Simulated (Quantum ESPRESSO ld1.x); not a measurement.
Ru XXIII, 22 electrons, occupied as [Ar] 3d4. All-electron calculation, scalar-relativistic Kohn-Sham, LDA (Slater exchange, VWN5 correlation), spin-polarised, spherical densities, point nucleus; open shells are filled with parallel spins first. Program: ld1.x of Quantum ESPRESSO 7.5. Some entries of the table are withheld. Estimate them.

orbital  occ.  eigenvalue (eV)  <1/r> (bohr^-1)
1s up       1         -22750.8            45.82
1s down     1         -22750.5            45.82
2s up       1         -3986.27            10.40
2s down     1         -3976.21            10.41
2p up       3         -3662.28            10.08
2p down     3         -3654.52            10.10
3s up       1         -1279.18            3.884
3s down     1         -1267.57            3.864
3p up       3         -1173.54            3.742
3p down     3         -1161.66            3.721
3d up       4         -1017.55            3.560
3d down     0         -1003.53            3.544
4s up       0         -605.498            1.906
4s down     0         -601.711            1.895
4p up       0         -564.979              (1)
4p down     0         -561.246              (2)

Answer. 
(1) 4p up <1/r> (bohr^-1): 1.837
(2) 4p down <1/r> (bohr^-1): 1.825
